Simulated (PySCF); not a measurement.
**UHF on Hg (mercury, neutral)**

Configuration: [Xe] 4f14 5d10 6s1 6p1, high-spin 3P determinant (an excited configuration). Computed with PySCF 2.14 in aug-cc-pVDZ-PP with ECP60MDF (5s5p4d2f, 54 functions), with scalar relativity through the core potential.

| Item | Value |
| --- | --- |
| Total energy | -152.403963 hartree |
| One-electron energy | -268.5155 hartree |
| Hartree (Coulomb) energy | 129.1133 hartree |
| Exchange energy | -13.0019 hartree |
| ⟨S²⟩ | 2.0051 |
| ⟨L²⟩ | 2.039 |
| Sum of ⟨r⟩ | 29.87 bohr |
| Sum of ⟨r²⟩ | 62.60 bohr² |
| Traceless quadrupole moment −½Σ⟨3z² − r²⟩ along its main axis | -7.90 e·bohr² |

| shell | electrons | mean orbital energy (hartree) | spread (hartree) | rms radius, mean of both spins (bohr) |
| --- | --- | --- | --- | --- |
| 5s α | 1 | -5.14196 | 0 | 0.980 |
| 5s β | 1 | -5.13625 | 0 | 0.980 |
| 5p β | 3 | -3.10986 | 0.00927 | 1.12 |
| 5p α | 3 | -3.10858 | 0.00381 | 1.12 |
| 5d α | 5 | -0.68061 | 0.00704 | 1.59 |
| 5d β | 5 | -0.66774 | 0.01531 | 1.59 |
| 6s α | 1 | -0.43238 | 0 | 3.01 |
| 6p α | 1 | -0.18480 | 0 | 4.33 |

Energies and moments cover only the electrons outside the core potential. Spin-orbit coupling, absent here, splits the open shell strongly.
